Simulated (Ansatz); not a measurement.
Cd₅NiSe₄Cl₄. Total charge 0; triplet. Geometry r2SCAN-D4/def2-SVP; atoms count from 1.

Cartesian coordinates in Å:
```
Se -1.330 -2.818 0.276
Se -1.997 2.135 -0.054
Se 1.562 -0.223 -1.563
Se 1.497 0.236 2.908
Ni -0.167 -1.751 -1.505
Cd -0.297 1.619 -2.085
Cd -2.402 -0.421 0.063
Cd -0.129 -1.611 2.175
Cd -0.453 1.508 1.844
Cd 2.896 -0.147 0.659
Cl -1.874 -0.781 -2.661
Cl -0.174 3.102 -3.894
Cl -2.311 -0.257 2.899
Cl 5.179 -0.590 0.938
```

In the def2 sets Cd takes a core potential; there is no spin–orbit coupling. Single mean-field runs in def2-TZVP are fitted with def2-universal-jkfit.

Question: Estimate the Mulliken populations from the PBE0/def2-TZVP orbitals of Ansatz.

Answer: 
| atom | charge (e) | spin (α − β) | d electrons |
| --- | --- | --- | --- |
| Se1 | -0.51 | 0.10 | – |
| Se2 | -0.57 | 0.00 | – |
| Se3 | -0.46 | 0.21 | – |
| Se4 | -0.55 | 0.00 | – |
| Ni5 | 0.33 | 1.58 | 8.51 |
| Cd6 | 0.74 | 0.00 | 10.03 |
| Cd7 | 0.80 | 0.00 | 10.03 |
| Cd8 | 0.68 | 0.00 | 10.02 |
| Cd9 | 0.65 | 0.00 | 10.01 |
| Cd10 | 0.65 | 0.01 | 10.02 |
| Cl11 | -0.36 | 0.10 | – |
| Cl12 | -0.47 | 0.00 | – |
| Cl13 | -0.46 | 0.00 | – |
| Cl14 | -0.47 | 0.00 | – |
Mulliken values depend strongly on the basis.

Question: Where does the spin sit?

Answer: Summed by element: Se 0.31, Ni 1.58, Cd 0.00, Cl 0.11, of 2 unpaired in all. Largest on single atoms: Ni5 1.58, Se3 0.21, Se1 0.10.

Question: And the Mayer bond orders between heavy atoms (over 0.3)?

Answer: Se1–Ni5 0.81 (2.38 Å); Se1–Cd7 0.56 (2.63 Å); Se1–Cd8 0.73 (2.55 Å); Se2–Cd6 0.50 (2.70 Å); Se2–Cd7 0.68 (2.59 Å); Se2–Cd9 0.81 (2.53 Å); Se3–Ni5 1.04 (2.31 Å); Se3–Cd6 0.47 (2.67 Å); Se3–Cd10 0.62 (2.59 Å); Se4–Cd8 0.72 (2.57 Å); Se4–Cd9 0.73 (2.56 Å); Se4–Cd10 0.55 (2.68 Å); Ni5–Cl11 0.68 (2.28 Å); Cd6–Cl12 0.87 (2.34 Å); Cd8–Cl13 0.35 (2.67 Å); Cd10–Cl14 0.88 (2.34 Å).
